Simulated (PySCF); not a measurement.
C2H7FS2Si, SMILES S([SiH](SC)F)C.

Coordinates come from a B3LYP-D3(BJ)/def2-SVP optimisation. Other conformers were not sampled.

Two levels are set side by side: PBE/def2-TZVP (PySCF) and r2SCAN/def2-TZVP (PySCF). Same geometry, gas phase. Differences are taken from unrounded values.

| quantity | PBE |
|---|---|
| orbital gap (eV) | 4.80 |
| highest occupied level (eV) | -5.98 |
| lowest empty level (eV) | -1.19 |
| dipole moment (D) | 3.05 |
| mean polarisability (bohr³) | 91.1 |

Task: These are the PBE values. What does r2SCAN give? (Estimate from the structure and the level; the computed values follow.)

Result: 
```csv
quantity,r2SCAN,PBE minus r2SCAN
orbital gap (eV),5.34,-0.55
highest occupied level (eV),-6.25,0.26
lowest empty level (eV),-0.90,-0.28
dipole moment (D),3.19,-0.14
mean polarisability (bohr³),88.6,2.5
```

Rough cost on one machine, each run with all the roots and properties that it gave: r2SCAN against PBE about 5 times.
